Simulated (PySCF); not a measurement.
Removal energies of Re³⁹⁺ from EOM-IP-GCCSD

Reference: closed-shell Re³⁹⁺, [Kr]; one electron is removed. Calculated with PySCF 2.14, two-component X2C-1e with screened spin-orbit coupling, an even-tempered Gaussian basis (19 s from 1.9 bohr⁻², ratio 2.6; 15 p from 2.5 bohr⁻², ratio 2.6; 11 d from 2.5 bohr⁻², ratio 2.6; 5 f from 2.6 bohr⁻², ratio 2.8); frozen [Ar] 3d10; the 110 highest virtual spinors dropped; of the others 74 kept and the rest restored at second order. No Breit or QED terms. Binding energies in eV.

| level | Koopmans | second order | EOM-CCSD |
| --- | --- | --- | --- |
| 4p1/2 | 2013.5 | 2013.7 | 2013.7 |
| 4p3/2 | 1911.4 | 1912.2 | 1912.3 |

For comparison, the ionisation energy of Re³⁹⁺ is 1912 ± 4 eV (theoretical estimate listed by NIST; NIST Atomic Spectra Database, ionization energies).
